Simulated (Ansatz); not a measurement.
C$_{4}$H$_{9}$, charge -1, singlet, at a GFN2-xTB geometry (a gas-phase anion, which may not be bound at this level); Ansatz (a first-principles code) with MP2/3-21G.

Ansatz was given this input:
Ansatz 0.2 input:
```yaml
crystal:
  periodic: [false, false, false]
  atoms:
    - {symbol: C, position_ang: [0.00366132, -0.00257993, 0.50987381]}
    - {symbol: C, position_ang: [0.00604899, 1.42125247, -0.05700883]}
    - {symbol: H, position_ang: [-0.00171725, 1.48743097, -1.17683124]}
    - {symbol: H, position_ang: [-0.87186003, 1.98005613, 0.29102195]}
    - {symbol: H, position_ang: [0.89392380, 1.97203055, 0.27830152]}
    - {symbol: C, position_ang: [1.22682796, -0.71573222, -0.07658806]}
    - {symbol: H, position_ang: [1.27104904, -0.74055799, -1.19724426]}
    - {symbol: H, position_ang: [2.15487708, -0.23527963, 0.25807796]}
    - {symbol: H, position_ang: [1.26497933, -1.76050060, 0.25675066]}
    - {symbol: C, position_ang: [-1.23425894, -0.70454644, -0.05885878]}
    - {symbol: H, position_ang: [-1.29484415, -0.72889586, -1.17875997]}
    - {symbol: H, position_ang: [-1.27709886, -1.74894672, 0.27506338]}
    - {symbol: H, position_ang: [-2.15298495, -0.21570016, 0.28911112]}
basis:
  gaussian:
    orbitals: 3-21G.json
total_charge: -1
magnetization: {spin_polarized: false}
correlation: {method: mp2, electrons: all}
```
The basis file holds 3-21G in the JSON format of the Basis Set Exchange.

Problem. Write the output that Ansatz gives for this input, abridged.

Solution. 
```
Functional definition: HF
698 factors; integrals over basis functions are off by at most 1.0e-3 eV
mean field evaluation 1: about -4235.3135 eV, gradient 2.1e1 eV
mean field evaluation 2: about -4235.7936 eV, gradient 2.1e1 eV
mean field evaluation 4: about -4237.1937 eV, gradient 2.7e0 eV
mean field evaluation 8: about -4237.2155 eV, gradient 1.0e-1 eV
mean field -4237.21554070 eV, -155.7147990329 hartree, gradient 1.0e-6 eV, S^2 0.000000; 0 other end points of the search recorded, 0 dependent functions left out
reference -4237.21554070 eV, -155.7147990329 hartree; 17, 17 occupied and 37, 37 virtual orbitals, 698 factors
second order -10.32229290 eV of doubles, -0.00000000 eV of singles
Total energy: -4247.53783360 eV, -156.0941363004 hartree
```
